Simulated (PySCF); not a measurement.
Gas-phase reaction: Ge3H8 + 3 GeH2F2 + 4 H ⇌ 6 GeH3F

Computed with PySCF and rigid-rotor harmonic-oscillator thermochemistry at 1 bar. † marks an energy on the PBE0/def2-TZVP geometry and frequencies. MP2 freezes the core. Open shells (unrestricted): H (multiplicity 2); the rest are closed-shell singlets. Ge: all electrons, no relativistic terms. GeH2F2: computed as isolated molecules; such fragments, hydroxides, amides, oligomers or adducts are transient or little studied in the gas. MP2 isn't extrapolated to the basis-set limit.

```tsv
level	ΔH°(298 K), kJ
MP2/def2-SVP†	-694
MP2/def2-TZVPP†	-715
PBE0/def2-QZVP†	-744
PBE0/def2-SVP†	___
r2SCAN/def2-TZVP†	___
```

**Question.** What belongs in the gaps?

**Answer.** 
- PBE0/def2-SVP†, ΔH°(298 K), kJ: -732
- r2SCAN/def2-TZVP†, ΔH°(298 K), kJ: -752
